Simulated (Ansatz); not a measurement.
```xyz
14

C     1.0728    0.0000    0.0000
C     0.2723    1.3130    0.0000
C    -1.2237    1.3069    0.0000
C    -1.9852    0.0000    0.0000
C    -1.2237   -1.3069    0.0000
C     0.2723   -1.3130    0.0000
C     2.5936    0.0000    0.0000
H     0.8598    2.3374    0.0000
H    -1.8130    2.3298    0.0000
H    -3.1650    0.0000    0.0000
H    -1.8130   -2.3298    0.0000
H     0.8598   -2.3374    0.0000
H     3.2002   -1.0114    0.0000
H     3.2002    1.0114    0.0000
```

Basis set: 6-31G* (spherical functions). Correlated methods keep 7 orbitals frozen. Charge 0, multiplicity 2.

Computed with Ansatz (development build ahead of 0.2.0); each method stands on the lowest determinant of its kind that the runs found.

(1) Give the atomization energy at this shape (free ground-state atoms in the same class of orbitals less the molecule, no zero-point energy) of doublet C7H7 by UHF-MP2, UHF.

Results:

(1)

```json
{"method": "UHF-MP2", "atomization energy": "60.18 eV"}
{"method": "UHF", "atomization energy": "48.45 eV"}
```

Caution: the shape is not the minimum; the unrestricted determinant is a mixture of spin states.
